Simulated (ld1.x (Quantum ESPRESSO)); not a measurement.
# Reading a pseudo-wave (N (Z = 7))

Columns: radius, all-electron u(r) and pseudo u(r) of the 2s shell (level -49.21 eV) of nitrogen in the configuration [He] 2s2 2p1; revPBE, scalar-relativistic, TM scheme, ld1.x (Quantum ESPRESSO) 7.5.

```csv
r (bohr),all-electron,pseudo
0.078,0.3991,-0.1007
0.155,0.4075,-0.1898
0.232,0.2455,-0.2623
0.310,0.0188,-0.3233
0.388,-0.2131,-0.3889
0.465,-0.4200,-0.4794
0.542,-0.5940,-0.6023
0.620,-0.7341,-0.7341
0.698,-0.8380,-0.8380
0.775,-0.9077,-0.9077
0.852,-0.9490,-0.9490
0.930,-0.9664,-0.9664
1.008,-0.9637,-0.9637
1.085,-0.9455,-0.9455
1.162,-0.9155,-0.9155
1.240,-0.8764,-0.8764
1.318,-0.8310,-0.8310
1.395,-0.7824,-0.7824
1.472,-0.7318,-0.7318
1.550,-0.6799,-0.6799
1.628,-0.6285,-0.6285
1.705,-0.5791,-0.5791
1.782,-0.5316,-0.5316
1.860,-0.4858,-0.4858
1.938,-0.4427,-0.4427
2.015,-0.4028,-0.4028
```

(1) How many radial nodes do the two functions have?

(2) At about which radius was the pseudo-wave matched?

(3) Is the pseudo-wave norm-conserving?

Answers

(1) The all-electron 2s function has n − l − 1 = 1; the pseudo-wave has 0, since the states of the same l below it are removed with the core.

(2) 0.65 bohr, where the columns begin to agree (steps of 0.08 bohr).

(3) Yes: the TM scheme keeps the norm inside the radius equal to the all-electron one, which fixes the energy derivative of the logarithmic derivative at the level.
